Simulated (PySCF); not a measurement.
Ge(Me)2(SMe)2, SMILES [Ge]([CH3])([S]C)([S]C)[CH3] (GFN2-xTB optimised geometry):

```
19

C     -2.905    -0.846     1.683
S     -1.112    -1.110     1.861
Ge    -0.394    -0.031     0.000
C     -1.005     1.876     0.000
C     -1.098    -1.012    -1.613
S      1.848    -0.031     0.000
C      2.185    -1.764     0.465
H     -3.365    -1.347     2.527
H     -3.258    -1.286     0.756
H     -3.130     0.216     1.716
H     -2.062     1.938    -0.243
H     -0.440     2.428    -0.744
H     -0.833     2.329     0.972
H     -0.936    -2.082    -1.515
H     -0.581    -0.658    -2.499
H     -2.161    -0.827    -1.732
H      3.258    -1.831     0.615
H      1.662    -2.002     1.386
H      1.880    -2.428    -0.337
```

Computed with PySCF 2.14.0 with B3LYP/def2-SVP.

Task: What are the frontier orbital energies and the dipole moment?

Result: HOMO-2 -7.66 eV, HOMO-1 -6.20 eV, HOMO -6.14 eV, LUMO 0.25 eV, LUMO+1 0.55 eV; dipole moment 2.07 D.

On the same geometry PBE/def2-SVP (PySCF) gives HOMO-2 -6.74 eV, HOMO-1 -5.24 eV, HOMO -5.16 eV, LUMO -0.49 eV, LUMO+1 -0.13 eV; dipole moment 2.09 D.

Meta-Löwdin charges at B3LYP/def2-SVP: C1 -0.32, S2 -0.21, Ge3 0.68, C4 -0.48, C5 -0.49, S6 -0.19, C7 -0.32, H8 0.12, H9 0.11, H10 0.11, H11 0.11, H12 0.11, H13 0.12, H14 0.11, H15 0.11, H16 0.10, H17 0.12, H18 0.12, H19 0.11.
